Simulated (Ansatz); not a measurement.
A nudged elastic band was laid between two geometries of AlCl₂H₆NSi (11 atoms, charge 0, multiplicity 1).

All numbers below come from RKS PBE0-D4/def2-SVP (Ansatz).

```
movable images  : 5
climbing image  : yes
spring          : 5.0 eV/Å²
optimiser       : quadratic models (default)
start path      : through a guess of the saddle point
force threshold : 0.05 eV/Å
iteration limit : 60
end points      : relaxed
```

Image 0:

```xyz
11
Properties=species:S:1:pos:R:3
Al -0.630 -0.449 -0.525
Si 1.053 -1.279 1.031
Cl -0.296 -0.775 -2.614
Cl -2.679 -0.573 0.081
H 0.030 1.971 0.284
N -0.456 1.584 -0.528
H 2.445 -0.904 0.605
H 0.869 -0.690 2.403
H 1.023 -2.768 1.184
H 0.035 1.892 -1.371
H -1.395 1.990 -0.550
```

Image 6:

```xyz
11
Properties=species:S:1:pos:R:3
Al -0.914 0.145 -0.858
Si 1.201 -1.070 1.227
Cl 0.227 -1.044 -2.178
Cl -2.398 -0.778 0.319
H 0.497 0.124 0.610
N -0.951 1.888 -1.087
H 2.596 -1.038 0.715
H 1.154 -0.827 2.696
H 0.500 -2.323 0.862
H -0.357 2.398 -1.731
H -1.554 2.524 -0.577
```

Question: What changes between the two ends?

Answer: Bonds broken: Al1–Si2, H5–N6. Bonds formed: Si2–H5. AlCl2H6NSi becomes AlCl2H2N + H4Si.

Question: What energy profile does the band end with?

Answer: The forces met the threshold. The highest image is number 3 of 0 to 6, 1.80 eV above the first end and 1.08 eV above the last; the last end lies 0.73 eV above the first. Neighbouring images differ by up to 1.2 eV, so the band resolves the path poorly. A vibrational analysis at the climbing image gives one clearly imaginary mode, 1242i cm⁻¹: a first-order saddle point. The orbitals stay closed-shell, which can raise the energy where a bond breaks towards radicals; this wasn't checked here.

| image | path coordinate (Å) | energy (eV) | Al1–Si2 (Å) | H5–N6 (Å) | Si2–H5 (Å) |
| --- | --- | --- | --- | --- | --- |
| 0 | 0.00 | 0.00 | 2.44 | 1.02 | 3.49 |
| 1 | 0.72 | 0.07 | 2.43 | 1.02 | 3.02 |
| 2 | 1.43 | 0.58 | 2.46 | 1.04 | 2.47 |
| 3 | 2.15 | 1.80 | 2.66 | 1.46 | 1.83 |
| 4 | 2.81 | 1.02 | 3.01 | 2.16 | 1.53 |
| 5 | 3.47 | 0.77 | 3.19 | 2.59 | 1.51 |
| 6 | 4.13 | 0.73 | 3.21 | 2.84 | 1.52 |

Question: What is the geometry of the highest image?

Answer: 
```xyz
11
Properties=species:S:1:pos:R:3
Al -0.872 -0.241 -0.778
Si 1.023 -0.832 0.998
Cl -0.118 -1.117 -2.536
Cl -2.669 -0.875 0.112
H 0.301 0.681 0.254
N -0.503 1.574 -0.576
H 2.445 -0.780 0.543
H 0.932 -0.454 2.441
H 0.552 -2.252 0.873
H 0.032 2.097 -1.266
H -1.123 2.199 -0.064
```

Run time: 2.8 min on 2 threads of Arm Neoverse V1 (shared host), peak memory 0.29 GiB.
